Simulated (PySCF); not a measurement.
C2H9BSi, SMILES CB(C)[SiH3]. Heavy atoms are numbered as in [B:1]([CH3:2])([CH3:6])[SiH3:10]. Hydrogens are named by the atom that carries them.

Geometry: PBE0-D3(BJ)/def2-SVP. This is a generated structure with no PubChem entry under its InChIKey; it may be hypothetical.

These are KT2/pcSseg-1 in PySCF values and carry that method's errors.

GIAO shieldings, no solvent; atoms alike by connectivity are averaged. δ = σ(ref) − σ: ¹¹B against BF3 (σ = 89.8 ppm); ¹³C against TMS (σ = 185.1 ppm); ¹H against TMS (σ = 31.47 ppm); ²⁹Si against TMS (σ = 361.9 ppm), references at their B3LYP-D3(BJ)/def2-TZVP geometries, non-relativistic.

### Question
Estimate the chemical shifts. (The exact figures need the calculation; the answer reports its results.)

### Answer

| nucleus | atoms | count | δ (ppm) |
|---|---|---|---|
| ¹¹B | B1 | 1 | 89.8 |
| ¹³C | C2 (CH3) | 2 | 26.9 |
| ¹H | H on Si10 | 3 | 3.80 |
| ¹H | H on C2 | 6 | 1.74 |
| ²⁹Si | Si10 (SiH3) | 1 | -106.4 |
